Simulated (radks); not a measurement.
The platinum anion Pt2-, [Hg], held by a Watson sphere: a shell of charge +2 at radius R that stands for the Madelung well of a crystal (potential energy -2/R inside, -2/r outside, in hartree with lengths in bohr). Calculated with a radial shooting solver on a logarithmic mesh with Libxc functionals: scalar-relativistic Kohn-Sham, r2SCAN, spin-polarised, spherical densities, finite nucleus; meta-GGA in the generalised Kohn-Sham scheme; Fermi nuclear charge, rms radius of each element as measured or else 0.836 A^(1/3) + 0.57 fm.

| R (bohr) | e(5p) (eV) | e(6s) (eV) | e(5d) (eV) | <r> 5d (bohr) | sum of <r^2> (bohr^2) | X-ray form factor at sin(theta)/lambda = 0.2 1/angstrom |
|---|---|---|---|---|---|---|
| 4.54 | -53.861 | -4.680 | -3.175 | 1.901 | 94.68 | 66.136 |
| 4.65 | -53.745 | -4.545 | -3.046 | 1.905 | 95.62 | 66.139 |
| 5.23 | -53.196 | -3.895 | -2.441 | 1.923 | 100.6 | 66.158 |
| 5.29 | -53.144 | -3.834 | -2.385 | 1.924 | 101.1 | 66.159 |

Estimate the row for R = 4.79 bohr.

Answer. e(5p) (eV) -53.604; e(6s) (eV) -4.378; e(5d) (eV) -2.888; <r> 5d (bohr) 1.910; sum of <r^2> (bohr^2) 96.82; X-ray form factor at sin(theta)/lambda = 0.2 1/angstrom 66.144.
